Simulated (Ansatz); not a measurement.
Molecule: sum formula Si₄H₉Cl (charge 0, singlet). SMILES: [SiH3][SiH2][SiH2][SiH2]Cl
Geometry from a B3LYP-D3(BJ)/def2-TZVP (Ansatz, a quantum-chemistry and plane-wave program) optimisation:
```xyz
14

Si    -2.2998     0.6329    -1.0620
Si    -1.2449    -1.3807    -0.4903
Si     0.0847    -1.0368     1.4106
Si     1.3501     0.8995     1.0505
Cl     2.1503     0.7802    -0.8671
H     -3.1613     0.4704    -2.2578
H     -3.1390     1.0919     0.0722
H     -1.2757     1.6671    -1.3396
H     -0.3803    -1.8353    -1.6065
H     -2.2583    -2.4328    -0.2202
H     -0.7682    -0.8261     2.6093
H      0.9903    -2.1843     1.6681
H      2.4778     1.0693     1.9934
H      0.4975     2.1084     1.0974
```

Computed values are from Ansatz. Cores are frozen in the correlated levels unless marked. Open shells are spin-unrestricted. No spin-orbit coupling. Non-relativistic. CBS(X,Y): correlation extrapolated as X^-3; Hartree-Fock from the larger set.

* **atomisation energy De**: 979.4 kcal/mol at CCSD(T)/CBS(cc-pV(T+d)Z,cc-pV(Q+d)Z)
* **total energy**: -1621.5257 Eh at CCSD(T)/CBS(cc-pV(T+d)Z,cc-pV(Q+d)Z)
* **dipole moment**: 1.32 D at CCSD(T)/aug-cc-pV(D+d)Z
* **T1 diagnostic**: 0.013 at CCSD/cc-pV(Q+d)Z
